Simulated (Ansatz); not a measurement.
## How methods differ on BH2Br− (SMILES [BH2-]Br)

BH2Br−: 4 atoms, total charge -1, spin state doublet. SMILES: `[BH2-]Br`. The shape is that of a GFN2-xTB optimisation.

```xyz
4

B    -0.3806    0.1488    0.0018
Br    1.5401    0.5809    0.6615
H    -0.7702   -0.8617    0.5475
H    -0.3893    0.1320   -1.2108
```

Quantity: the energy change with the B1–H3 bond stretched from 1.213 to 2.426 Å, in eV. The values are calculated.

```json
{"level": "U-r2SCAN/STO-3G", "kind": "meta-GGA", "program": "Ansatz", "value (eV)": "4.69", "less FCI/STO-3G": "+0.01", "CPU time (all runs)": "11 s"}
{"level": "U-r2SCAN0/STO-3G", "kind": "hybrid meta-GGA", "program": "Ansatz", "value (eV)": "4.98", "less FCI/STO-3G": "+0.30", "CPU time (all runs)": "13 s"}
{"level": "UB3LYP/STO-3G", "kind": "global hybrid", "program": "Ansatz", "value (eV)": "4.67", "less FCI/STO-3G": "-0.01", "CPU time (all runs)": "4.2 s"}
{"level": "UBHLYP/STO-3G", "kind": "global hybrid", "program": "Ansatz", "value (eV)": "5.06", "less FCI/STO-3G": "+0.38", "CPU time (all runs)": "4.7 s"}
{"level": "U-wB97M-V/STO-3G", "kind": "range-separated hybrid", "program": "Ansatz", "value (eV)": "5.02", "less FCI/STO-3G": "+0.34", "CPU time (all runs)": "38 s"}
{"level": "UBCCD(T)/STO-3G", "kind": "coupled cluster or CI", "program": "Ansatz", "value (eV)": "4.69", "less FCI/STO-3G": "+0.01", "CPU time (all runs)": "1.6 s"}
{"level": "UCCSDT/STO-3G", "kind": "coupled cluster or CI", "program": "Ansatz", "value (eV)": "4.67", "less FCI/STO-3G": "-0.01", "CPU time (all runs)": "3.4 s"}
{"level": "FCI/STO-3G", "kind": "exact in the basis", "program": "Ansatz", "value (eV)": "4.68", "less FCI/STO-3G": "0.00", "CPU time (all runs)": "6.6 s"}
```

FCI/STO-3G is exact within its basis and frozen core, so for wave-function methods in that basis the difference is their error; functionals converge differently with the basis, so for them it is only a difference. All-electron rows without a relativistic Hamiltonian named are non-relativistic. Sets without diffuse functions describe the anion poorly. The first shape isn't each level's own minimum. The values span 4.67 to 5.06 eV. Spin contamination of the reference (⟨S²⟩ at least 0.1 too high) touches U-r2SCAN/STO-3G, U-r2SCAN0/STO-3G, UB3LYP/STO-3G, UBHLYP/STO-3G, U-wB97M-V/STO-3G, UBCCD(T)/STO-3G, UCCSDT/STO-3G. All rows use very small basis sets, so none should be taken for the real molecule's value. In the correlated wave-function rows the outer d shell of Br is correlated, in sets not made for it. In so small a basis fixed costs decide the times, and correlated methods can beat functionals. Times are those of the runs behind each value, whatever else they computed, on shared processors of several kinds: orders of magnitude only.
